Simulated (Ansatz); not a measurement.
TeH2. Total charge 0; triplet. Geometry PBE0-D4/def2-TZVP, that of the neutral singlet; atoms count from 1.

Cartesian coordinates in Å:
```
Te -0.213 0.526 0.533
H -0.838 -0.910 -0.006
H 1.051 0.384 -0.527
```

In the def2 sets Te takes a core potential; there is no spin–orbit coupling. At PBE0-D4/def2-TZVP a singlet of charge 0 lies 3.79 eV below the triplet at the same geometry.

Problem. Estimate the Mulliken populations from the PBE0/def2-TZVP orbitals of Ansatz.

Solution. 
```tsv
atom	charge (e)	spin (α − β)
Te1	0.05	1.58
H2	-0.02	0.21
H3	-0.02	0.21
```
Mulliken values depend strongly on the basis.

Problem. Where does the spin sit?

Solution. Summed by element: Te 1.58, H 0.42, of 2 unpaired in all. Largest on single atoms: Te1 1.58, H2 0.21, H3 0.21.
